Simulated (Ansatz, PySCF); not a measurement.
Complex: NH3 (SMILES N) (first 4 atoms) with CHN (SMILES C#N); geometry from B3LYP-D3(BJ)/def2-TZVP, rigid monomers moved along the line of their centres of mass till N1···H7 is 1.86 Å.
(charge 0, multiplicity 1):
```xyz
7

N     -0.3143     0.0262     0.0127
H     -1.1880     0.4366    -0.2992
H      0.4363     0.5891    -0.3731
H     -0.2471    -0.8937    -0.4094
C     -0.1664    -0.1080     2.9572
N     -0.1103    -0.1589     4.1024
H     -0.2198    -0.0597     1.8733
```

Monomers are frozen at their geometry in the pair; levels with a basis set take the counterpoise correction.

Correlated levels freeze the cores. CBS: X⁻³ extrapolation of the correlation energy, Hartree–Fock from the larger set.

The values were computed with Ansatz (Gaussian basis) for Hartree–Fock, density functionals and correlated methods; PySCF for the dispersion terms. 

PBE/def2-TZVPPD gives -259.5 meV for the interaction energy.

Question: Predict the shift from PBE, with its sign, for: PBE-D3(BJ)/def2-TZVPPD, r2SCAN/def2-TZVPPD, B3LYP/def2-TZVPPD, wB97M-V/def2-TZVPPD, MP2/CBS(aug-cc-pVDZ, aug-cc-pVTZ), MP2/CBS(aug-cc-pVDZ, aug-cc-pVTZ) + ΔCCSD(T)/aug-cc-pVDZ.

Answer: PBE-D3(BJ)/def2-TZVPPD -29.7; r2SCAN/def2-TZVPPD 3.5; B3LYP/def2-TZVPPD 32.7; wB97M-V/def2-TZVPPD 6.8; MP2/CBS(aug-cc-pVDZ, aug-cc-pVTZ) 16.1; MP2/CBS(aug-cc-pVDZ, aug-cc-pVTZ) + ΔCCSD(T)/aug-cc-pVDZ 29.6 meV. 5 of 6 lie above PBE; the widest gap is to B3LYP/def2-TZVPPD.

Ansatz is a quantum-chemistry and plane-wave program.
